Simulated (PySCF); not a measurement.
Theory: PySCF, delta-SCF UKS SCAN, pcX-2 on the ionised atom, pcseg-1 elsewhere, spin-free X2C. Geometries: PBE0-D3(BJ)/def2-SVP; isolated species, one conformer each. Values against the vacuum level.

**Question.** Order these sites by rising C 1s binding energy.
A. C4 in `[BH3-:1][N+:2]#[C:3][CH2:4][B:5]([F:6])[F:7]`
B. C2 in `[O:1]=[C:2]([Br:3])[c:4]1[o:5][cH:6][cH:7][c:8]1[Cl:9]`
C. C7 in `[SiH3:1][SiH:2]([SiH3:3])[c:4]1[cH:5][cH:6][cH:7][o:8]1`
D. C6 in `[SiH3:1][N:2]([SiH3:3])[GeH:4]1[CH:5]=[CH:6][CH:7]=[CH:8]1`

**Answer.** D (290.57 eV), C (291.40 eV), A (293.24 eV), B (294.25 eV).

From the lowest up, the atoms are bonded to: C (double bond), C and H (290.57); O (aromatic in the SMILES), C (aromatic in the SMILES) and H (291.40); C, 2 H and B (293.24); O (double bond), Br and C (294.25).

1 of these hole states is spin-contaminated (⟨S²⟩ 0.95, against 0.75; counted from 0.85) and less certain.
